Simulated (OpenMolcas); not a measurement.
Fe2+ (d6) among equal point charges was computed by CASSCF with the d shell active (OpenMolcas, ANO-RCC-VDZP on the metal). Its lowest spin-free states, and all those of the highest spin:

| 2S+1 | Degeneracy | E (cm-1) |
| --- | --- | --- |
| 5 | 1 | 0.0 |
| 5 | 2 | 809.0 |
| 5 | 1 | 5898 |
| 5 | 1 | 7367 |
| 3 | 1 | 20033 |
| 3 | 2 | 20217 |
| 3 | 2 | 22214 |
| 3 | 1 | 22272 |
| 3 | 1 | 23764 |
| 3 | 2 | 23875 |
| 3 | 1 | 25578 |
| 3 | 1 | 26045 |

Question: Is the site octahedral, tetrahedral or cube-like, axial, or of lower symmetry?

Answer: The states with 2S+1 = 5 have orbital degeneracies 1, 2, 1, 1. There are pairs but no triples, so the site is axial: not cubic, but with a proper or improper axis of order three or more. The run had Fe2+ among 6 point charges of -2.2 e arranged as a tetragonal octahedron (D4h), 2.11 Å from the ion, with the axial distance 2.047 Å. The active orbitals were held to one l.

Without dynamic correlation the repulsion within the d shell is too large (B by tens of per cent), so at a given field states of lower spin stand too high. This is an electrostatic model: the charges have no orbitals. No measured value stands beside these numbers.
